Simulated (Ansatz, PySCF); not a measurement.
Reaction (SMILES): CCOC [methoxyethane] + C (CH4) + O (H2O) -> CC (C2H6) + 2 CO (CH4O) [methanol]
Geometries: B3LYP-D3(BJ)/def2-TZVP minima from Ansatz (an electronic-structure program), one conformer each, not searched for the lowest.

Wanted: bond separation energy (electronic energy difference), in kJ/mol. Correlated levels leave the core frozen unless marked. Spin-orbit coupling is left out. No relativistic terms. Basis-set limits of correlation are two-point, X^-3; Hartree-Fock from the larger set. [CCSD(T)-MP2]/basis is that difference in the basis named.

```tsv
level	program	bond separation energy (kJ/mol)	minus last row
HF/6-31G	Ansatz	29.5	-12.7
HF/6-31G*	Ansatz	29.8	-12.4
HF/def2-TZVPD	PySCF	30.1	-12.1
BLYP/def2-TZVPD	Ansatz	32.6	-9.6
revPBE-D4/def2-TZVPD	Ansatz + dftd4	40.4	-1.8
r2SCAN-D3(BJ)/def2-TZVPD	Ansatz + dftd3	42.6	0.4
r2SCAN-D4/def2-TZVPD	Ansatz + dftd4	42.6	0.4
B3LYP-D3(BJ)/def2-TZVPD	Ansatz + dftd3	38.0	-4.2
PBE0/STO-3G	Ansatz	13.6	-28.6
PBE0-D3(BJ)/def2-TZVP	Ansatz + dftd3	37.6	-4.6
PBE0-D3(BJ)/def2-TZVPD	Ansatz + dftd3	38.3	-3.9
BHLYP-D4/def2-TZVPD	Ansatz + dftd4	38.4	-3.8
TPSSh-D3(BJ)/def2-TZVPD	PySCF + dftd3	35.3	-6.9
r2SCAN0-D4/def2-TZVPD	Ansatz + dftd4	41.3	-0.9
M06-2X/def2-TZVPD	PySCF	38.9	-3.3
LC-wPBE/def2-TZVPD	Ansatz	35.3	-6.9
B2PLYP-D4/def2-TZVPD	Ansatz + dftd4	40.9	-1.3
MP2/cc-pVDZ	Ansatz	41.4	-0.8
CCSD/cc-pVDZ	Ansatz	36.8	-5.4
CCSD(T)/STO-3G	Ansatz	15.2	-27.0
RI-MP2/CBS(cc-pVTZ,cc-pVQZ)+[CCSD(T)-MP2]/cc-pVTZ	Ansatz	42.2	0.0
```
